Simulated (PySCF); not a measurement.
Structure elucidation problem

An unknown has the formula C7H4ClN. Its calculated NMR data are:

¹H NMR (300 MHz, computed): δ 7.92 (s, 1H), 7.79 (m, 1H), 7.79 (m, 1H), 7.70 (m, 1H).

¹³C{¹H} NMR (computed): δ 147.4 (C), 140.2 (CH), 138.9 (CH), 137.5 (CH), 135.7 (CH), 123.5 (C), 119.2 (C).

Computational details: geometry: GFN2-xTB, PBE0/pcSseg-1 with gauge-including orbitals, in PySCF (one computed conformer, isolated molecule, no relativistic terms).

Shifts are taken against calculated references (same method and geometry level): ¹H (σref 31.72) and ¹³C (σref 186.93) vs TMS.

Question: What is the structure?

Answer: 
1. The formula gives 6 degrees of unsaturation (1 ring in the answer).
2. 7 carbon signals for 7 carbons: no two carbons are equivalent.
3. Carbon types of the structure: 3 × C, 4 × CH, which accounts for all hydrogens.
4. δC 147.4: aromatic carbon bearing chlorine.
5. δC 140.2, 138.9, 137.5, 135.7: aromatic CH.
6. δC 123.5: nitrile carbon; typical of a nitrile.
7. δC 119.2: substituted aromatic carbon.
8. δH 7.92, 7.79, 7.79, 7.70: hydrogen on an aromatic CH; ring-current deshielding.

These data were computed for 3-chlorobenzonitrile (N#Cc1cccc(Cl)c1).

The data come from this structure; uniqueness wasn't tested.

Carbons that carry Cl, above all several Cl atoms, come out too deshielded, partly because spin–orbit coupling is missing. Shifts are as computed. Against solution values, carbons near 30 ppm lie about +3 ppm off and those near 130 ppm about +5 ppm; carbons on Cl a further +6 ppm. Of 1211 compounds with measured shifts, 218 miss one by over three times the rms of a fit or turn the order of signals round; such compounds aren't used in these exercises. No couplings were computed; multiplicities are counted from neighbouring protons, with m where these are inequivalent, close in shift, in a saturated or five-membered ring or joined by F or P, and br s for small geminal =CH2 splittings.
